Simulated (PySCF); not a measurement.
Coordinates in bohr (charge 0 multiplicity 3):
```
Os    0.0000    0.0000   -0.1619
S     0.0000    0.0000    3.7362
Cl    4.1031    0.0000   -1.2727
Cl   -4.1031    0.0000   -1.2727
```

All numbers come from UPBE0/[Os def2-SVP with ECP60, S def2-SVP, Cl def2-SVP], scalar-relativistic core potentials, density fitting, no spin–orbit coupling, PySCF.

This geometry of OsSCl₂ is a stationary point at this level.

**Question.** What is the point group?

**Answer.** C2v.

**Question.** Is it a minimum?

**Answer.** Yes: all harmonic wavenumbers are real.

**Question.** What are the dipole moment and the gap between the highest occupied and lowest empty levels of either spin?

**Answer.** 0.40 D and 1.62 eV.

**Question.** Give the atomic charges and bond orders.

**Answer.** 
```json
{"atom": "Os1", "Mulliken": "0.37", "Löwdin": "-0.62", "polar tensor": "1.08", "spin (Mulliken)": "1.60", "Mayer order to Os1": "–"}
{"atom": "S2", "Mulliken": "0.04", "Löwdin": "0.42", "polar tensor": "-0.16", "spin (Mulliken)": "0.03", "Mayer order to Os1": "2.22"}
{"atom": "Cl3,4", "Mulliken": "-0.21", "Löwdin": "0.10", "polar tensor": "-0.46", "spin (Mulliken)": "0.18", "Mayer order to Os1": "1.12"}
```

Other isomers or separated fragments may lie lower. With open d or f shells other occupations or spin states may lie lower. At this level a triplet minimum of C2v symmetry lies 61 kJ/mol below this structure. No spin–orbit coupling is included, which matters more the heavier the element.
